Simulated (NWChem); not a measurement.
Molecule: ZrH4S3; SMILES [SH][ZrH]([SH])[SH]

```xyz
8

Zr     0.0000     0.0000    -0.2601
H      0.0000     0.0000    -2.0954
S     -0.4925     2.2817     0.4008
H     -1.6518     1.8918     0.9871
S     -1.7298    -1.5674     0.4008
H     -0.8125    -2.3764     0.9871
S      2.2223    -0.7144     0.4008
H      2.4642     0.4846     0.9871
```
Atoms are numbered in this order, from 1.

Coordinates come from a PBE0/def2-SVP optimisation. Not confirmed as a minimum by frequencies. def2 effective core potentials on Zr; no spin-orbit coupling.

Question: List the 4 lowest vertical singlet excitations from CAM-B3LYP/def2-SVPD with def2 effective core potentials on Zr, TDA (NWChem).

Answer: 
```tsv
state	energy (eV)	oscillator strength	leading excitation (squared amplitude)
S1	4.52	0.000	HOMO → LUMO (0.44)
S2	4.52	0.000	HOMO → LUMO+1 (0.44)
S3	4.57	0.004	HOMO−1 → LUMO+1 (0.37)
S4	4.60	0.004	HOMO−3 → LUMO (0.40)
```
